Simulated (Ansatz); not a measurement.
Gas-phase electronic energies from Ansatz, PBE0-D4/def2-TZVP geometries. CCSD(T)/CBS adds triple-zeta CCSD(T) − MP2 to the extrapolated MP2 energy (def2 sets, frozen cores). DFT in def2-TZVPP. Elements past krypton have def2 core potentials. For In outer-core shells are correlated without core-valence functions, which leaves a few kJ/mol of doubt a bond. Each species was taken in one conformer, which may not be the lowest.

`CN[SiH2]NC` + `[Cl][In]([Cl])[Cl]` → `CN[SiH2]Cl` + `C[NH][In]([Cl])[Cl]`  (redistribution)

| level | ΔE (eV) |
| --- | --- |
| ωB97X-V | 0.46 |
| MP2/def2-TZVPP | 0.39 |
| SCS-MP2/def2-TZVPP | 0.41 |
| HF/def2-QZVPP | 0.64 |
| MP2/def2-QZVPP | 0.37 |
| SCS-MP2/def2-QZVPP | 0.40 |
| MP2/CBS(def2) | 0.36 |
| CCSD/CBS(def2) | 0.43 |

Question: What does CCSD(T)/CBS give? (Estimate.)

Answer: The calculation gave: +0.40 eV. The listed levels differ from it by 0.06, -0.01, 0.01, 0.24, -0.03, 0.00, -0.04, 0.03 eV.

Largest T1 diagnostic among the species: 0.013.

In def2-TZVPP, CCSD(T) changes the Hartree–Fock value by −0.21 eV (the triples alone add −0.03 eV) and MP2 by −0.25 eV. From PBE to PBE0 (25 % exact exchange), in def2-TZVPP and without D4, ΔE moves by +0.07 eV.
